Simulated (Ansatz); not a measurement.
Start from `C[O][W]([F])(=[S])([Cl])[Cl]` and change one element to get `C[O][Mo]([F])(=[S])([Cl])[Cl]`.

Ansatz, PBE0-D4/def2-TZVP geometries, multiplicity 1. Each molecule was computed in one conformer, which needn't be the lowest.

Elements past krypton have def2 core potentials.

| property | `C[O][W]([F])(=[S])([Cl])[Cl]` |
| --- | --- |
| LUMO energy (B3LYP/def2-TZVPP) / eV | -3.60 |
| LUMO energy (ωB97M-V/def2-TZVPP) / eV | -1.34 |
| HOMO–LUMO gap (ωB97M-V/def2-TZVPP) / eV | 9.07 |
| HOMO energy (B3LYP/def2-TZVPP) / eV | -8.05 |
| HOMO–LUMO gap (B3LYP/def2-TZVPP) / eV | 4.45 |
| HOMO energy (PBE0/def2-TZVPP) / eV | -8.31 |

(1) What does the change do to each property? (Estimate.)

Results:

(1) Computed: 
```tsv
property	`C[O][Mo]([F])(=[S])([Cl])[Cl]`	shift
LUMO energy (B3LYP/def2-TZVPP) / eV	-4.22	-0.62
LUMO energy (ωB97M-V/def2-TZVPP) / eV	-1.98	-0.64
HOMO–LUMO gap (ωB97M-V/def2-TZVPP) / eV	8.56	-0.51
HOMO energy (B3LYP/def2-TZVPP) / eV	-8.17	-0.12
HOMO–LUMO gap (B3LYP/def2-TZVPP) / eV	3.95	-0.50
HOMO energy (PBE0/def2-TZVPP) / eV	-8.44	-0.13
```

With PBE0 the HOMO falls by 0.13 eV and the LUMO falls by 0.62 eV, so the gap narrows by about 0.49 eV. PBE moves the HOMO by -0.10 eV and ωB97M-V by -0.14 eV.

B3LYP here is the variant with VWN-RPA as its local correlation; programs differ in this.
